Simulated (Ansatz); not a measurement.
This geometry of C2H8BNSi (13 atoms, charge 0, multiplicity 1) is a first-order saddle point.

Computed with RKS PBE0-D4/def2-mTZVP (Ansatz).

```xyz
13
Properties=species:S:1:pos:R:3
C -2.199 -0.075 -0.758
Si -0.476 -0.853 -0.812
B 0.864 0.074 0.336
C 2.295 0.287 0.962
N 1.097 1.087 1.192
H -2.944 -0.788 -0.400
H -2.513 0.260 -1.748
H -2.225 0.791 -0.094
H 0.043 -0.862 -2.212
H -0.541 -2.283 -0.384
H 2.647 -0.324 1.794
H 3.099 0.755 0.394
H 0.873 1.897 1.744
```

(1) Which two structures does it join? (They come from a converged band through this point; their orientation in space is the band's.)

(2) How far does it lie above each of them?

## Answers

(1) No bond is made or broken. The dihedral H7–C1–Si2–B3 goes from 60 to -180°. The two ends are copies of one structure, up to a mirror image or an exchange of like atoms.

Image 0:

```xyz
13
Properties=species:S:1:pos:R:3
C -2.253 -0.258 -0.474
Si -0.539 -1.037 -0.509
B 0.889 0.152 0.210
C 2.372 0.515 0.606
N 1.186 1.353 0.742
H -3.007 -0.939 -0.876
H -2.280 0.658 -1.068
H -2.545 -0.001 0.547
H -0.182 -1.410 -1.911
H -0.542 -2.303 0.283
H 2.821 0.142 1.526
H 3.102 0.814 -0.146
H 0.998 2.281 1.084
```

Image 8:

```xyz
13
Properties=species:S:1:pos:R:3
C -2.170 -0.058 -0.813
Si -0.453 -0.828 -0.853
B 0.851 0.065 0.361
C 2.267 0.261 1.028
N 1.061 1.049 1.255
H -2.597 -0.104 0.192
H -2.854 -0.575 -1.490
H -2.136 0.993 -1.111
H 0.089 -0.782 -2.245
H -0.537 -2.271 -0.477
H 2.601 -0.376 1.847
H 3.082 0.750 0.495
H 0.817 1.841 1.826
```

(2) 0.056 eV above the first and 0.056 eV above the second. This is the barrier of this one path; another mechanism may lie lower.

The run took 2.8 min on 2 threads of Intel(R) Xeon(R) Platinum 8259CL CPU @ 2.50GHz (Skylake/Cascade Lake), on a shared host, peak memory 0.3 GiB.
